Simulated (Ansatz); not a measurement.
def2 core potentials replace the inner electrons of Bi.

C3H7BiO2, SMILES `[OH][Bi]([OH])[CH2]C=C` (charge 0, multiplicity 1)

Computed with CAM-B3LYP-D3(BJ)/def2-TZVP // PBE0-D3(BJ)/def2-SVP run with Ansatz (a quantum-chemistry and plane-wave program).

The HOMO is -7.95 eV and the dipole moment comes out as 2.30 D. The LUMO is -0.07 eV and the HOMO–LUMO gap is 7.89 eV. The total energy is -483.5902 Ha and the cost is about 26 core-seconds (a rough figure).

```xyz
13

C      2.4236    -0.3410     0.4360
C      1.1252    -0.6381     0.2962
C     -0.0088     0.2355     0.6629
Bi    -0.8755     1.1067    -1.2895
O     -1.4644    -0.7810    -1.9870
O     -2.6665     1.7600    -0.4206
H      2.7508     0.5917     0.9076
H      3.2025    -1.0263     0.0937
H      0.8557    -1.5843    -0.1906
H     -0.8443    -0.3112     1.1288
H      0.2785     1.0802     1.3078
H     -1.8604    -1.3111    -1.2841
H     -2.9165     1.2191     0.3388
```
